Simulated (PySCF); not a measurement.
Si(H)(F)2(OMe) (CH4F2OSi), SMILES CO[SiH](F)F. Heavy atoms are numbered as in [SiH:1]([F:2])([F:3])[O:4][CH3:5]. Hydrogens are named by the atom that carries them.

Coordinates come from a r2SCAN-D4/def2-SVP optimisation. Other conformers were not sampled.

The numbers are results of B3LYP/pcSseg-1 in PySCF, not measurements.

GIAO shieldings, no solvent; atoms alike by connectivity are averaged. δ = σ(ref) − σ: ²⁹Si against TMS (σ = 338.7 ppm); ¹⁹F against CFCl3 (σ = 161.7 ppm); ¹⁷O against H2O (σ = 333.8 ppm); ¹³C against TMS (σ = 181.3 ppm); ¹H against TMS (σ = 31.68 ppm), references at their B3LYP-D3(BJ)/def2-TZVP geometries, non-relativistic.

```json
[
 {"nucleus": "²⁹Si", "atoms": "Si1 (SiH)", "count": "1", "δ (ppm)": "-67.0"},
 {"nucleus": "¹⁹F", "atoms": "F2", "count": "2", "δ (ppm)": "-157.5"},
 {"nucleus": "¹⁷O", "atoms": "O4", "count": "1", "δ (ppm)": "45.6"},
 {"nucleus": "¹³C", "atoms": "C5 (CH3)", "count": "1", "δ (ppm)": "55.4"},
 {"nucleus": "¹H", "atoms": "H on Si1", "count": "1", "δ (ppm)": "4.46"},
 {"nucleus": "¹H", "atoms": "H on C5", "count": "3", "δ (ppm)": "4.21"}
]
```
